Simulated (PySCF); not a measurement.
Species: CHF2O3S (doublet state).
Z-matrix (Å and degrees, GFN2-xTB geometry), rows numbered from 1:
```
O 
S   1  1.4287
O   2  1.4128  1  121.38
O   2  1.5843  1  108.43  3  -127.94
C   2  1.8305  1  105.51  3   125.72
F   5  1.3241  2  110.87  1   -71.21
F   5  1.3326  2  107.92  1    47.96
H   4  0.9603  2  111.34  1   -17.69
```

The hyperfine couplings belong to this conformer and change with its torsions.

The species is `O=S(=O)(O)[C](F)F` [radical].

Level of theory: UKS B3LYP, pcH-1 on C F H O S, non-relativistic, mean-field spin-orbit, GIAO (PySCF 2.14.0). Isolated species at its GFN2-xTB geometry (one conformer only). A GFN2-xTB geometry isn't a minimum of the functional, and hyperfine couplings can be far from their values at a DFT geometry. No stability test was run, so a lower SCF solution isn't excluded.

Question: Break the g tensor into its mass correction, gauge correction and orbital-Zeeman/spin–orbit terms.

Answer: 
```tsv
Δg (ppm)	1	2	3
relativistic mass correction	-271	-271	-271
gauge correction	12	25	13
orbital Zeeman/spin–orbit	-355	2624	2825
total	-614	2378	2567
```

So g = 2.00171, 2.00470, 2.00489 and g_iso = 2.00376; the tensor is close to axial: the two nearest values differ by 6 % of g3 − g1. Axes: g3 points within 8° of the C5–F6 bond.

Question: What effective moment and Curie constant follow for a powder?

Answer: With the mean of g² = 4.0151 and S(S+1) = 0.75: μ_eff = √(⟨g²⟩S(S+1)) = 1.735 μB and χT = 0.12505·⟨g²⟩·S(S+1) = 0.377 cm³ K/mol (cgs; spin-Hamiltonian part alone).

Question: At 33.814 GHz, how far is the centre of the isotropic spectrum from where a free electron (g = 2.002319) resonates?

Answer: B = hν/(g μB) with μB/h = 13.99624 MHz/mT gives 1206.57 mT for the free electron and 1205.70 mT at g_iso, 0.87 mT lower.

Question: In a frozen sample, at which fields do the three g values resonate at 9.5, 34, 94 and 263 GHz (hyperfine left aside), and which band first spreads them over more than twice a line width of 0.3 mT?

Answer: 
| band | GHz | B(g3) mT | B(g2) mT | B(g1) mT | spread mT |
| --- | --- | --- | --- | --- | --- |
| X | 9.5 | 338.55 | 338.58 | 339.09 | 0.54 |
| Q | 34.0 | 1211.65 | 1211.77 | 1213.58 | 1.93 |
| W | 94.0 | 3349.86 | 3350.17 | 3355.18 | 5.32 |
| J | 263.0 | 9372.48 | 9373.36 | 9387.37 | 14.90 |

The spread grows in proportion to the frequency. Q band is the first where it exceeds 0.6 mT.

Largest spin populations (Mulliken): C5 (+0.77), O1 (+0.07), F6 (+0.07) and F7 (+0.06). No atom but C5 exceeds +0.15. The angles at C5 add up to 327.7°, so it is pyramidal.

The HOMO–LUMO gaps are 7.79 eV among the α and 5.59 eV among the β orbitals.
